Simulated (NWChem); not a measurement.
System meant: TiSClF; SMILES [Ti]([Cl])([F])=[S]

NWChem input:

```
start job
memory heap 200 mb stack 900 mb global 1100 mb
geometry units angstroms noautoz
  Ti    -0.320081    -0.060707     0.217405
  S      0.859514    -1.729729    -0.090728
  F     -1.962076    -0.262461    -0.379340
  Cl     0.711296     1.869943    -0.091605
end
basis spherical
  * library def2-svp
end
dft
  xc b3lyp
  iterations 4
  mulliken
end
task dft energy
```

End of the output:

```
    Atom       Charge   Shell Charges
 -----------   ------   -------------------------------------------------------
    1 Ti  22    28.18   2.00  2.00  1.92  0.45  0.11  5.99  5.84  1.04  6.60  2.16  0.07
    2 S   16    12.23   2.00  1.95  0.92  0.70  5.70  0.50  0.38  0.06
    3 F    9     8.24   1.98  1.01  0.78  2.56  1.91  0.01
    4 Cl  17    15.35   2.00  1.96  1.04  0.79  5.77  1.57  2.19  0.03

 center of mass
 --------------
 x =  -0.03023783 y =   0.01803790 z =   0.00238836

 moments of inertia (a.u.)
 ------------------
         804.704282365560           0.000000000000          -0.000000000000
           0.000000000000         441.424067841633           0.000000000000
          -0.000000000000           0.000000000000        1210.105702418553

     Multipole analysis of the density
     ---------------------------------

     L   x y z        total         alpha         beta         nuclear
     -   - - -        -----         -----         ----         -------
     0   0 0 0     -0.000000    -32.000000    -32.000000     64.000000

     1   1 0 0      9.641870      4.820935      4.820935     -0.000000
     1   0 1 0     -6.041793     -3.020897     -3.020897      0.000000
     1   0 0 1     -4.719385     -2.359693     -2.359693      0.000000

     2   2 0 0     -6.007696   -105.085352   -105.085352    204.163008
     2   1 1 0    -15.038136     -5.761599     -5.761599     -3.514938
     2   1 0 1      0.400346      0.447315      0.447315     -0.494285
     2   0 2 0     28.406471   -179.154036   -179.154036    386.714544
     2   0 1 1      2.604393      1.182556      1.182556      0.239281
     2   0 0 2    -30.704459    -19.674119    -19.674119      8.643780

 ------------------------------------------------------------------------
 dft energy failed                                                                                  0
 ------------------------------------------------------------------------
 ------------------------------------------------------------------------
  current input line :
    17: task dft energy
 ------------------------------------------------------------------------
 ------------------------------------------------------------------------
 This type of error is most commonly associated with calculations not reaching convergence criteria
 ------------------------------------------------------------------------
 For more information see the NWChem manual at https://nwchemgit.github.io

0:dft energy failed:Received an Error in Communication
```

**Question.** What is wrong, and how is it mended?

**Answer.** Convergence was not reached. Cause: the SCF was allowed too few iterations. This input runs:
```
start job
memory heap 200 mb stack 900 mb global 1100 mb
geometry units angstroms noautoz
  Ti    -0.320081    -0.060707     0.217405
  S      0.859514    -1.729729    -0.090728
  F     -1.962076    -0.262461    -0.379340
  Cl     0.711296     1.869943    -0.091605
end
basis spherical
  Ti library def2-svp
  S library def2-svp
  F library def2-svp
  Cl library def2-svp
end
dft
  xc b3lyp
  iterations 150
  mulliken
end
task dft energy
```
It converges to -1807.45159 Ha (B3LYP/def2-SVP).
